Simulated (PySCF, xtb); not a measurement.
H₄S₂Sn, SMILES [SH][SnH2][SH]. The values are those of a single conformer.

Harmonic wavenumbers (cm⁻¹) from GFN2-xTB (xtb 6.7.1) at its own minimum, in rising order: 93, 104, 159, 301, 309, 332, 425, 498, 642, 672, 680, 1433, 1608, 2428, 2433.

Q: What does B3LYP-D3(BJ)/def2-SVP (PySCF 2.14.0) give at its own minimum? (The exact figures need the calculation; the answer reports its results.)

A: 85, 138, 178, 337, 347, 359, 498, 604, 681, 723, 724, 1901, 1919, 2670, 2671. Paired by order, the mean absolute difference is 116 cm⁻¹ and the zero-point energies are 17.3 and 19.8 kcal/mol.
